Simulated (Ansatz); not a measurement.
Mg2Se2 (the lowest singlet isomer of a short search). The state is a singlet with charge 0. Geometry r2SCAN-D4/def2-SVP, basis def2-TZVP, Ansatz.

Cartesian coordinates in Å:
```
Mg -0.924 0.176 -0.982
Mg 0.924 -0.176 0.982
Se 0.519 1.983 -0.132
Se -0.519 -1.983 0.132
```

| run | HOMO (eV) | LUMO (eV) |
| --- | --- | --- |
| A | -5.19 | -3.05 |
| B | -4.93 | -3.24 |
| C | -4.81 | -3.34 |
| D | -5.97 | -2.73 |
| E | -5.75 | -3.00 |
| F | -5.00 | -3.36 |

B3LYP takes the VWN-RPA correlation. The structure comes from a short search, and lower isomers may exist.

Task: The runs used B3LYP, BLYP, PBE, PBE0, r2SCAN, revPBE. Estimate which is which.

Result: A r2SCAN (0 % exact exchange); B revPBE (0 % exact exchange); C BLYP (0 % exact exchange); D PBE0 (25 % exact exchange); E B3LYP (20 % exact exchange); F PBE (0 % exact exchange). Exact exchange lowers occupied and raises empty levels; among semilocal functionals meta-GGAs tend to open the gap a little, and such runs are hard to tell apart. The gap grows from 1.48 eV (BLYP) to 3.24 eV (PBE0).
